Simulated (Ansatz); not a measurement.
Two members of one family (Series (HBeX)2), computed with Ansatz in the gas phase. The two geometries come from different levels. Binding counts from free atoms in the multiplicity of their measured ground term, without zero-point energy. The structures are stationary points that may keep the symmetry of their start.

First: (HBe-mu-Br)2 (singlet, charge 0, B3LYP-D4/def2-TZVP geometry).

```xyz
6

Be    0.920    0.235    1.001
H     1.808    0.447    1.964
Br   -1.151   -0.418    1.155
Be   -0.921   -0.232   -1.001
H    -1.801   -0.470   -1.966
Br    1.145    0.439   -1.154
```

| level | HOMO (eV) | LUMO (eV) | gap (eV) | binding per atom (eV) |
| --- | --- | --- | --- | --- |
| PBE-D4/def2-SVP | -7.04 | -1.79 | 5.25 | 2.70 |
| PBE-D4/def2-TZVPD | -7.08 | -1.76 | 5.32 | 2.70 |
| BLYP-D4/def2-TZVP | -6.97 | -1.54 | 5.43 | 2.63 |
| r2SCAN-D4/def2-TZVP | -7.39 | -1.29 | 6.10 | 2.74 |
| PBE0-D4/def2-SVP | -8.39 | -0.99 | 7.39 | 2.69 |

Second: (HBe-mu-OH)2 (singlet, charge 0, r2SCAN-D4/def2-TZVP geometry).

```xyz
8

Be   -1.102    0.182   -0.103
H    -2.429    0.389   -0.227
O     0.142    0.253   -1.074
Be    1.103   -0.179    0.103
H     2.427   -0.405    0.224
O    -0.139   -0.237    1.078
H     0.260    0.452   -1.998
H    -0.260   -0.454    1.998
```

Estimate how these quantities change from the first to the second (second minus first).


```
              level  Δ HOMO (eV)  Δ LUMO (eV)  Δ gap (eV)  Δ binding per atom (eV)
    PBE-D4/def2-SVP         0.53         1.61        1.08                     0.96
  PBE-D4/def2-TZVPD         0.49         0.86        0.37                     0.96
  BLYP-D4/def2-TZVP         0.48         0.80        0.32                     1.01
r2SCAN-D4/def2-TZVP         0.52         1.38        0.86                     0.91
   PBE0-D4/def2-SVP         0.51         1.65        1.14                     0.90
```
